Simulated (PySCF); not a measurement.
Radial density of V⁺ (vanadium, charge +1)

M06-L, [Ar] 3d4, high-spin 5D determinant. Calculation: PySCF 2.14, in 6-31G* (5s4p2d1f, 34 functions); the non-relativistic Hamiltonian (point nucleus).

```csv
r (bohr),4πr²ρ (e/bohr),4πr²(ρα − ρβ)
0.00124,0.1458,0.0000
0.00208,0.4027,0.0000
0.00350,1.075,0.0000
0.00589,2.710,0.0000
0.00990,6.395,0.0000
0.0167,13.26,0.0000
0.0280,22.46,0.0001
0.0471,27.29,0.0004
0.0793,22.52,0.0021
0.133,22.51,0.0160
0.224,29.56,0.1501
0.377,15.30,0.7637
0.635,10.15,2.0928
1.07,10.17,2.5348
1.80,2.603,1.3948
3.02,0.2813,0.2513
5.08,0.001095,0.0010
8.54,0.0001255,0.0001
```
